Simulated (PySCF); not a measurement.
Compound: C8H4N2.
Atom-mapped SMILES: `[N:1]#[C:2][C:3]1=[CH:4][C@@H:5]2[C:6]([C:7]#[N:8])=[CH:9][C@H:10]12` (hydrogens: H11 on C4; H12 on C5; H13 on C9; H14 on C10)

The same species was optimised twice, with GFN2-xTB and with PBE0-D3(BJ)/def2-SVP (PySCF), and the same property calculations (PySCF, gas phase) were run on both structures.

```tsv
coordinate	GFN2-xTB	PBE0-D3(BJ)/def2-SVP	change
C2–C3 (Å)	1.396	1.418	+0.022
C6–C7 (Å)	1.396	1.417	+0.021
N1≡C2 (Å)	1.148	1.160	+0.012
C7≡N8 (Å)	1.148	1.160	+0.012
C4–C5 (Å)	1.504	1.515	+0.011
C9–C10 (Å)	1.504	1.515	+0.011
C3=C4 (Å)	1.342	1.348	+0.006
C6=C9 (Å)	1.343	1.348	+0.005
C5–C10 (Å)	1.556	1.560	+0.004
C3–C10 (Å)	1.526	1.528	+0.002
C5–C6 (Å)	1.527	1.528	+0.001
C4–C5–C6 (°)	113.2	116.1	+2.9
C3–C10–C9 (°)	113.2	116.1	+2.9
C7–C6–C9 (°)	136.1	134.5	-1.6
C2–C3–C4 (°)	136.1	134.6	-1.5
C5–C6–C7 (°)	129.9	131.1	+1.2
C2–C3–C10 (°)	129.9	131.1	+1.2
C3–C4–C5 (°)	94.2	93.7	-0.5
C6–C9–C10 (°)	94.1	93.7	-0.4
```

Rotational constants: A = 4050, B = 760.8, C = 749.0 MHz (GFN2-xTB) against A = 4011, B = 739.7, C = 727.5 MHz (PBE0-D3(BJ)/def2-SVP). Point groups within 0.08 Å: C2 and C2.

On the GFN2-xTB structure: lowest singlet, TDDFT (eV) 4.48 [B3LYP/def2-SVPD]; lowest triplet, Tamm–Dancoff (eV) 3.21 [B3LYP/def2-SVPD]; isotropic polarisability (au) 96.8 [B3LYP/def2-SVPD]; HOMO (eV) -7.91 [B3LYP/def2-SVPD]; LUMO (eV) -2.73 [B3LYP/def2-SVPD]; dipole (D) 3.07 [B3LYP/def2-SVPD]; HOMO (eV) -8.13 [PBE0/pcSseg-1]; LUMO (eV) -2.52 [PBE0/pcSseg-1]; dipole (D) 2.99 [PBE0/pcSseg-1]; GIAO shielding of N1/N8 (mean) (ppm) -68.8 [PBE0/pcSseg-1]; GIAO shielding of C2/C7 (mean) (ppm) 68.6 [PBE0/pcSseg-1]; GIAO shielding of C3/C6 (mean) (ppm) 52.5 [PBE0/pcSseg-1]; GIAO shielding of C4/C9 (mean) (ppm) 18.4 [PBE0/pcSseg-1]; GIAO shielding of C5/C10 (mean) (ppm) 132.1 [PBE0/pcSseg-1].

Task: What do these properties become on the PBE0-D3(BJ)/def2-SVP structure?

Result: 
| property | level | on GFN2-xTB | on PBE0-D3(BJ)/def2-SVP | change |
| --- | --- | --- | --- | --- |
| lowest singlet, TDDFT (eV) | B3LYP/def2-SVPD | 4.48 | 4.60 | +0.12 |
| lowest triplet, Tamm–Dancoff (eV) | B3LYP/def2-SVPD | 3.21 | 3.30 | +0.09 |
| isotropic polarisability (au) | B3LYP/def2-SVPD | 96.8 | 98.4 | +1.6 |
| HOMO (eV) | B3LYP/def2-SVPD | -7.91 | -8.01 | -0.10 |
| LUMO (eV) | B3LYP/def2-SVPD | -2.73 | -2.71 | +0.02 |
| dipole (D) | B3LYP/def2-SVPD | 3.07 | 3.09 | +0.02 |
| energy, GFN2-xTB geometry as zero (kcal/mol) | B3LYP/def2-SVPD | 0.0 | -2.6 | -2.6 |
| HOMO (eV) | PBE0/pcSseg-1 | -8.13 | -8.24 | -0.11 |
| LUMO (eV) | PBE0/pcSseg-1 | -2.52 | -2.50 | +0.02 |
| dipole (D) | PBE0/pcSseg-1 | 2.99 | 3.01 | +0.02 |
| energy, GFN2-xTB geometry as zero (kcal/mol) | PBE0/pcSseg-1 | 0.0 | -1.2 | -1.2 |
| GIAO shielding of N1/N8 (mean) (ppm) | PBE0/pcSseg-1 | -68.8 | -71.6 | -2.8 |
| GIAO shielding of C2/C7 (mean) (ppm) | PBE0/pcSseg-1 | 68.6 | 66.1 | -2.5 |
| GIAO shielding of C3/C6 (mean) (ppm) | PBE0/pcSseg-1 | 52.5 | 50.8 | -1.7 |
| GIAO shielding of C4/C9 (mean) (ppm) | PBE0/pcSseg-1 | 18.4 | 17.9 | -0.5 |
| GIAO shielding of C5/C10 (mean) (ppm) | PBE0/pcSseg-1 | 132.1 | 131.4 | -0.7 |

The heavy atoms differ by 0.039 Å rms after alignment. Among bonds between heavy atoms C2–C3 and C6–C7 change most and about equally (+0.021 to +0.022 Å). Changes are differences of the printed values. Neither structure is proved a minimum here.
